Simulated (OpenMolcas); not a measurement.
Rh2+ (d7) among equal point charges was computed by CASSCF with the d shell active (OpenMolcas, ANO-RCC-VTZP on the metal). Its lowest spin-free states, and all those of the highest spin:

```csv
2S+1,Degeneracy,E (cm-1)
4,1,0.0
4,2,3457
2,1,4592
2,1,11975
4,1,13238
4,2,14234
2,1,14980
2,2,15399
2,2,19417
2,1,19486
2,1,21322
2,2,23333
4,2,24750
4,1,29127
4,1,33550
```

Is the site octahedral, tetrahedral or cube-like, axial, or of lower symmetry?

The states with 2S+1 = 4 have orbital degeneracies 1, 2, 1, 2, 2, 1, 1. There are pairs but no triples, so the site is axial: not cubic, but with a proper or improper axis of order three or more. The run had Rh2+ among 6 point charges of -1.7 e arranged as a tetragonal octahedron (D4h), 1.79 Å from the ion, with the axial distance 2.023 Å. The active orbitals were held to one l.

Without dynamic correlation the repulsion within the d shell is too large (B by tens of per cent), so at a given field states of lower spin stand too high. This shell can be high or low spin here, a state of another spin lies low, and with metal d orbitals alone active their balance is uncertain, so the ground spin may be wrong. Point charges give a weaker field than real ligands, and real ions of this kind are as a rule low spin; the high spin found here belongs to the model. This is an electrostatic model: the charges have no orbitals. No measured value stands beside these numbers.
